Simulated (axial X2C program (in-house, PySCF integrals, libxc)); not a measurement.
# Outer orbitals of FeSi at 2.195 Å, PBE50

All values were computed with an in-house all-electron X2C program for linear molecules (integrals from PySCF). Spin-free means the one-electron spin-free X2C Hamiltonian; two-component (2c) means X2C with spin–orbit coupling and atomic mean-field two-electron Coulomb and Gaunt terms, so the difference of the two also holds small scalar two-electron terms. Basis: Fe dyall-cv3z [9s10p6d3f2g], Si dyall-v3z [8s7p2d1f] (cores contracted in-house); Gaussian nuclei, density fitting, unrestricted open shells. Masses: Fe 55.935 u, Si 27.977 u.

The distance is close to the 2c PBE0 minimum; the highest filled and lowest empty levels are listed.

Spin-free orbitals, state M_S = 1, Λ = 0 (beyond evenly filled blocks: δ+α, δ-α) (Löwdin shares):

```
symmetry  occupied  ε (eV)              atomic character
      σβ       yes  -14.94  62% Si s, 12% Fe s, 12% Fe p
     δ+α       yes  -14.77                     100% Fe d
     δ-α       yes  -14.77                     100% Fe d
     π-α       yes  -14.10                      99% Fe d
     π+α       yes  -14.10                      99% Fe d
      σα       yes  -13.71   70% Fe d, 20% Si s, 4% Fe s
      σα       yes  -11.18  46% Si s, 30% Fe d, 17% Fe s
      σβ       yes   -9.68    82% Fe d, 7% Si p, 7% Si s
      σβ       yes   -7.13   59% Si p, 28% Fe s, 5% Si s
      σα       yes   -6.86  46% Fe s, 30% Si p, 14% Fe p
     π-β       yes   -6.76  68% Si p, 18% Fe d, 12% Fe p
     π+β       yes   -6.76  68% Si p, 18% Fe d, 12% Fe p
      σα        no   -1.49  45% Si p, 38% Fe p, 13% Fe s
     π-α        no   -1.48            50% Fe p, 49% Si p
     π+α        no   -1.48            50% Fe p, 49% Si p
      σβ        no   -1.24  41% Fe s, 40% Fe p, 13% Si p
```

Spinors with spin–orbit coupling (state Ω = 1):

```json
{"ω": "-1/2", "occupied": "yes", "ε (eV)": "-14.94", "atomic character": "62% Si s, 12% Fe s, 12% Fe p", "λ mixture": "100% σ"}
{"ω": "-3/2", "occupied": "yes", "ε (eV)": "-14.83", "atomic character": "100% Fe d", "λ mixture": "100% δ"}
{"ω": "5/2", "occupied": "yes", "ε (eV)": "-14.71", "atomic character": "100% Fe d", "λ mixture": "100% δ"}
{"ω": "-1/2", "occupied": "yes", "ε (eV)": "-14.13", "atomic character": "99% Fe d", "λ mixture": "100% π"}
{"ω": "3/2", "occupied": "yes", "ε (eV)": "-14.07", "atomic character": "99% Fe d", "λ mixture": "100% π"}
{"ω": "1/2", "occupied": "yes", "ε (eV)": "-13.72", "atomic character": "71% Fe d, 20% Si s, 4% Fe s", "λ mixture": "100% σ"}
{"ω": "1/2", "occupied": "yes", "ε (eV)": "-11.18", "atomic character": "46% Si s, 30% Fe d, 17% Fe s", "λ mixture": "100% σ"}
{"ω": "-1/2", "occupied": "yes", "ε (eV)": "-9.68", "atomic character": "82% Fe d, 7% Si p, 7% Si s", "λ mixture": "100% σ"}
{"ω": "-1/2", "occupied": "yes", "ε (eV)": "-7.12", "atomic character": "59% Si p, 28% Fe s, 5% Si s", "λ mixture": "100% σ"}
{"ω": "1/2", "occupied": "yes", "ε (eV)": "-6.86", "atomic character": "46% Fe s, 30% Si p, 14% Fe p", "λ mixture": "99% σ, 1% π"}
{"ω": "1/2", "occupied": "yes", "ε (eV)": "-6.77", "atomic character": "67% Si p, 18% Fe d, 12% Fe p", "λ mixture": "99% π, 1% σ"}
{"ω": "-3/2", "occupied": "yes", "ε (eV)": "-6.75", "atomic character": "68% Si p, 18% Fe d, 12% Fe p", "λ mixture": "100% π"}
{"ω": "-1/2", "occupied": "no", "ε (eV)": "-1.49", "atomic character": "50% Fe p, 49% Si p", "λ mixture": "100% π"}
{"ω": "1/2", "occupied": "no", "ε (eV)": "-1.49", "atomic character": "45% Si p, 38% Fe p, 13% Fe s", "λ mixture": "100% σ"}
{"ω": "3/2", "occupied": "no", "ε (eV)": "-1.46", "atomic character": "50% Fe p, 49% Si p", "λ mixture": "100% π"}
{"ω": "-1/2", "occupied": "no", "ε (eV)": "-1.24", "atomic character": "41% Fe s, 40% Fe p, 13% Si p", "λ mixture": "100% σ"}
```

Mulliken charges and populations of the two-component result (they depend on the basis, above all on diffuse functions):

Fe 0.31 e (s 7.21 p 12.30 d 6.19), Si -0.31 e (s 5.91 p 8.32 d 0.07 f 0.01). ⟨Lz⟩ = 0.00 ħ and ⟨Sz⟩ = 1.00 ħ (1.96 and -0.96 on the two atoms), which add up to Ω.

Occupations by symmetry block were frozen at the best pattern of an incomplete PBE0 search. Density functionals use the spin component along the axis (collinear). With several unpaired electrons one determinant need not be a pure state. Open-shell Ω = 0 determinants with evenly filled partner blocks cannot be reached by this program, so the Ω shown need not be the lowest component. The determinant is spin-polarised beyond a pure state at some levels (its spin-free form has ⟨S²⟩ too high), which makes Re and μ there less reliable. Under one Hamiltonian the search converged a single determinant, so lower ones may well exist.
